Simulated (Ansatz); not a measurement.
Species: C4H10O2, charge 0, multiplicity 1. SMILES: COC(C)OC
Coordinates optimised at B3LYP-D3(BJ)/def2-TZVP (Ansatz, a program for electronic structure):
```xyz
16

C      0.1307    -1.8674    -0.1538
C     -0.2303    -0.4065     0.0098
O      0.8784     0.3645     0.4531
C      1.0594     0.3800     1.8524
O     -0.6328     0.0754    -1.2312
C     -1.1423     1.3992    -1.2040
H      0.4817    -2.2838     0.7907
H     -0.7384    -2.4366    -0.4836
H      0.9216    -1.9588    -0.8981
H     -1.0462    -0.2784     0.7445
H      1.3344    -0.6056     2.2461
H      0.1537     0.7211     2.3700
H      1.8701     1.0758     2.0615
H     -1.9849     1.4787    -0.5057
H     -1.4909     1.6214    -2.2106
H     -0.3711     2.1161    -0.9162
```

Property: atomisation energy (electronic, to ground-state atoms), in kJ/mol. Cores are frozen in the correlated levels unless marked. Open shells are spin-unrestricted. Spin-orbit coupling is left out. Non-relativistic. The coupled-cluster limit lacks core correlation, which all-electron functionals hold. CBS(X,Y): correlation extrapolated as X^-3; Hartree-Fock from the larger set. [CCSD(T)-MP2]/basis is that difference in the basis named.

| level | program | atomisation energy (kJ/mol) |
|---|---|---|
| HF/6-31G* | Ansatz | 4507.0 |
| HF/aug-cc-pVQZ | Ansatz | 4525.6 |
| BLYP-D3(BJ)/def2-TZVPD | Ansatz + dftd3 | 6199.0 |
| r2SCANh/def2-TZVPD | Ansatz | 6176.9 |
| B2GP-PLYP-D4/def2-TZVPD | Ansatz + dftd4 | 6129.6 |
| B2GP-PLYP/def2-TZVPD | Ansatz | 6117.9 |
| B2PLYP-D4/def2-TZVPD | Ansatz + dftd4 | 6151.8 |
| MP2/aug-cc-pVDZ | Ansatz | 5920.6 |
| RI-MP2/CBS(cc-pVTZ,cc-pVQZ)+[CCSD(T)-MP2]/cc-pVDZ | Ansatz | 6237.1 |
| CCSD(T)/CBS(cc-pVTZ,cc-pVQZ) | Ansatz | 6212.7 |
